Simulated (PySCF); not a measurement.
CH₃AlF₂, SMILES [CH3][Al]([F])[F] (connectivity only; charge and spin as stated), charge -1, multiplicity 2. Atoms are numbered in the order given.

```xyz
7

Al     0.1054    -0.4455     0.0000
C     -1.8100     0.1483     0.0000
H     -1.8457     1.2561     0.0000
H     -2.3651    -0.1973    -0.8898
H     -2.3651    -0.1973     0.8898
F      0.8925     0.2244    -1.4009
F      0.8925     0.2244     1.4009
```
Charge -1, spin multiplicity 2.

The structure is a stationary point at r2SCAN-D4/def2-SVPD. The spin state was assumed, not searched. The isomer is the one that the SMILES or the coordinates give; other isomers of the formula were not compared.

Two levels are set side by side: PBE/pcH-1 (PySCF) and B3LYP/pcH-1 (PySCF). Contact hyperfine couplings, same geometry. Differences are taken from unrounded values.

| quantity | PBE |
|---|---|
| A(iso) of 27Al, atom Al1 (MHz) | 624.1 |
| A(iso) of 13C, atom C2 (MHz) | 134.6 |
| A(iso) of 1H, atom H3 (MHz) | 19.2 |
| A(iso) of 1H, atom H4 (MHz) | -5.1 |
| A(iso) of 1H, atom H5 (MHz) | -5.1 |
| A(iso) of 19F, atom F6 (MHz) | 236.1 |
| A(iso) of 19F, atom F7 (MHz) | 236.1 |

Task: These are the PBE values. What does B3LYP give? (The exact figures need the calculation; the answer reports its results.)

Result: 
```
quantity                        B3LYP  PBE minus B3LYP
------------------------------  -----  ---------------
A(iso) of 27Al, atom Al1 (MHz)  700.6            -76.5
A(iso) of 13C, atom C2 (MHz)    137.9             -3.4
A(iso) of 1H, atom H3 (MHz)      20.2             -1.0
A(iso) of 1H, atom H4 (MHz)      -5.2              0.1
A(iso) of 1H, atom H5 (MHz)      -5.2              0.1
A(iso) of 19F, atom F6 (MHz)    266.4            -30.3
A(iso) of 19F, atom F7 (MHz)    266.4            -30.3
```

Rough cost on one machine, each run with all the roots and properties that it gave: B3LYP against PBE within a factor of 2.
